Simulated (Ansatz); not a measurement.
System: C₄H₁₁Ge, net charge 0, doublet state. It need not be the lowest isomer of its formula. SMILES: [GeH2][CH2]CCC
Structure (B3LYP-D3(BJ)/def2-TZVP (Ansatz, a quantum-chemistry and plane-wave program) minimum search):
```xyz
16

C     -3.6409     0.4998     0.0701
C     -2.4836    -0.4911    -0.0139
C     -1.1135     0.1910     0.0243
C      0.0479    -0.8034    -0.0600
Ge     1.8190     0.0899    -0.0098
H     -3.5974     1.0773     0.9966
H     -3.6133     1.2078    -0.7617
H     -4.6054    -0.0104     0.0409
H     -2.5487    -1.2070     0.8114
H     -2.5645    -1.0775    -0.9346
H     -1.0489     0.9081    -0.8004
H     -1.0331     0.7786     0.9444
H     -0.0084    -1.3836    -0.9834
H      0.0075    -1.5136     0.7685
H      1.9837     0.8894     1.3113
H      1.9609     1.0758    -1.2012
```
Charge 0, spin multiplicity 2.

Property: atomisation energy (electronic, to ground-state atoms), in kcal/mol. Valence correlation only, unless marked. UHF or UKS for open shells. No spin-orbit coupling. The frozen core is the preceding noble-gas configuration, with the filled d and f shells of earlier blocks. Non-relativistic. The coupled-cluster limit lacks core correlation, which all-electron functionals hold. Basis-set limits of correlation are two-point, X^-3; Hartree-Fock from the larger set. [CCSD(T)-MP2]/basis is that difference in the basis named.

```tsv
level	program	atomisation energy (kcal/mol)	minus last row
r2SCAN/def2-TZVPD	Ansatz	1390.7	2.5
B3LYP-D3(BJ)/def2-TZVPD	Ansatz + dftd3	1389.7	1.5
PBE0-D4/def2-TZVP	Ansatz + dftd4	1394.4	6.2
PBE0/def2-TZVP	Ansatz	1388.3	0.1
HSE06-D3(BJ)/def2-TZVPD	Ansatz + dftd3	1394.9	6.7
wB97X-V/def2-TZVPD	Ansatz	1390.9	2.7
B2GP-PLYP-D4/def2-TZVPD	Ansatz + dftd4	1369.3	-18.9
B2PLYP-D3(BJ)/def2-TZVPD	Ansatz + dftd3	1374.0	-14.2
CCSD/STO-3G	Ansatz	1523.5	135.3
RI-MP2/CBS(cc-pVTZ,cc-pVQZ)+[CCSD(T)-MP2]/cc-pVTZ	Ansatz	1388.2	0.0
```
